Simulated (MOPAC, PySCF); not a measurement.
[Ti(F)4], neutral singlet in the gas phase. 

Cartesian coordinates (Å):
```xyz
5

Ti    -0.0738    -0.0022    -0.0284
F      0.4839    -0.9787    -1.3615
F     -1.6779    -0.5080     0.4314
F      1.0002    -0.1997     1.3312
F     -0.1048     1.6747    -0.5084
```
Charge 0, multiplicity 1.

All levels are single points at this geometry (BP86-D3(BJ)/def2-SVP); Pople sets use spherical d functions. Orbital energies aren't observables, and empty levels follow the basis.

| level | HOMO (eV) | LUMO (eV) | gap (eV) | dipole (D) | vertical IE, Delta-SCF (eV) |
|---|---|---|---|---|---|
| B3LYP-D3(BJ)/def2-TZVP in PySCF | -12.23 | -3.55 | 8.68 | 0.01 | – |
| TPSSh-D3(BJ)/def2-TZVP in PySCF | -11.38 | -3.72 | 7.66 | 0.01 | – |
| B3LYP/3-21G in PySCF | -10.90 | -2.70 | 8.20 | 0.01 | – |
| PBE/6-31G* (LANL2DZ on Ti) in PySCF | -10.04 | -3.91 | 6.13 | 0.01 | – |
| HF/6-31G* (LANL2DZ on Ti) in PySCF | -17.91 | 0.56 | 18.46 | 0.01 | – |
| PM6 in MOPAC | -14.67 | -2.63 | 12.04 | 0.01 | – |
